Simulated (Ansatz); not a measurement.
System: C$_{2}$H$_{6}$ClSi, net charge 0, doublet state. It need not be the lowest isomer of its formula. 
Structure (B3LYP-D3(BJ)/def2-TZVP (Ansatz, a program for electronic structure) minimum search):
```xyz
10

C      1.5798    -1.1351     0.2744
Si     0.1894     0.0915     0.5692
C     -1.3658    -0.7551     1.1933
Cl    -0.2629     1.0015    -1.2570
H      1.2589    -1.8945    -0.4447
H      2.4662    -0.6397    -0.1216
H      1.8483    -1.6332     1.2084
H     -2.1779    -0.0405     1.3271
H     -1.6893    -1.5142     0.4750
H     -1.1717    -1.2435     2.1505
```
Charge 0, spin multiplicity 2.

Computed values are from Ansatz. Correlated levels leave the core frozen unless marked. UHF or UKS for open shells. No spin-orbit coupling. Non-relativistic. CBS(X,Y): correlation extrapolated as X^-3; Hartree-Fock from the larger set. The bracket is a focal-point correction in the basis named.

The atomisation energy De is 854.4 kcal/mol at RI-MP2/CBS(cc-pV(T+d)Z,cc-pV(Q+d)Z)+[CCSD(T)-MP2]/cc-pV(T+d)Z and the vertical ionisation energy (to the singlet) is 7.91 eV at RI-MP2/CBS(aug-cc-pV(T+d)Z,aug-cc-pV(Q+d)Z)+[CCSD(T)-MP2]/aug-cc-pV(D+d)Z. The vertical electron affinity (to the singlet; negative means unbound) comes out as 0.89 eV at RI-MP2/CBS(aug-cc-pV(T+d)Z,aug-cc-pV(Q+d)Z)+[CCSD(T)-MP2]/aug-cc-pV(D+d)Z. The total energy is -828.5921 Eh at RI-MP2/CBS(cc-pV(T+d)Z,cc-pV(Q+d)Z)+[CCSD(T)-MP2]/cc-pV(T+d)Z and the dipole moment is 2.12 D at CCSD(T)/aug-cc-pV(D+d)Z. The T1 diagnostic comes out as 0.011 at CCSD/cc-pV(T+d)Z.
